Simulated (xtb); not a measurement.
F3Ge, SMILES [F][Ge]([F])[F] (connectivity only; charge and spin as stated), charge +1, multiplicity 1. All values are semi-empirical tight-binding results from xtb (GFN2-xTB unless named), good for trends rather than for accurate numbers. Geometry: GFN2-xTB. The multiplicity is an assumed one; other spin states were not compared. The isomer is the one that the SMILES or the coordinates give; other isomers of the formula were not compared.

Optimised geometry:

Bond lengths (Å): F1–Ge2 1.682, Ge2–F3 1.682, Ge2–F4 1.682. Bond angles (°): F1–Ge2–F3 120.0, F1–Ge2–F4 120.0, F3–Ge2–F4 120.0.
Charge +1, spin multiplicity 1.

For metal compounds this method's bond lengths and energies can be far off.

### Question
Estimate the properties. (The exact figures need the calculation; the answer reports its results.)

### Answer

```yaml
point_group_as_xtb_finds_it: D3h
orbital_gap: 4.07 eV
zero_point_energy: 2.8 kcal/mol
G − E(el) at 298.15 K (modified RRHO): -14.8 kcal/mol
```

Computed atomic charges and the Wiberg bond orders between heavy atoms:
charges (e) F1 0.11, Ge2 0.67, F3 0.11, F4 0.11. Bond orders F1–Ge2 1.33, Ge2–F3 1.33, Ge2–F4 1.33.
